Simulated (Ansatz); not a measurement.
System: sum formula TaOBr, net charge 0, triplet state. The spin state was set by rule; other spins were not relaxed. 
Structure (B3LYP-D3(BJ)/def2-TZVP (Ansatz, a first-principles code) minimum search):
```
Ta
O 1 1.7122
Br 1 2.4839 2 116.76
```
Charge 0, spin multiplicity 3.

Total electronic energies in hartree. Valence correlation only, unless marked. Open shells are spin-unrestricted. No spin-orbit coupling. Frozen are the shells of the preceding noble gas and the d and f shells that filled before the atom's block. Past Kr the def2 sets carry scalar-relativistic core potentials. Basis-set limits of correlation are two-point, X^-3; Hartree-Fock from the larger set. [CCSD(T)-MP2]/basis is that difference in the basis named.

| level | program | energy (Eh) |
|---|---|---|
| PBE/def2-TZVPD | Ansatz | -2706.05692 |
| PBE-D3(BJ)/def2-TZVPD | Ansatz + dftd3 | -2706.05926 |
| PBE-D4/def2-TZVPD | Ansatz + dftd4 | -2706.05974 |
| BLYP-D3(BJ)/def2-TZVPD | Ansatz + dftd3 | -2706.49907 |
| BLYP-D4/def2-TZVPD | Ansatz + dftd4 | -2706.49887 |
| revPBE-D3(BJ)/def2-TZVPD | Ansatz + dftd3 | -2706.31325 |
| BHLYP/def2-TZVPD | Ansatz | -2706.30959 |
| LC-wPBE-D3(BJ)/def2-TZVPD | Ansatz + dftd3 | -2706.08743 |
| MP2/def2-TZVPP | Ansatz | -2704.31227 |
| RI-MP2/def2-QZVPP | Ansatz | -2704.40797 |
| RI-MP2/CBS(def2-TZVPP,def2-QZVPP) | Ansatz | -2704.4383 |
| SCS-MP2/def2-SVPD | Ansatz | -2703.76891 |
| CCSD(T)/def2-TZVPP | Ansatz | -2704.33826 |
| RI-MP2/CBS(def2-TZVPP,def2-QZVPP)+[CCSD(T)-MP2]/def2-SVP | Ansatz | -2704.4528 |
| RI-MP2/CBS(def2-TZVPPD,def2-QZVPPD)+[CCSD(T)-MP2]/def2-TZVPPD | Ansatz | -2704.4639 |

Totals of different functionals don't rank their quality; only differences between species are comparable.
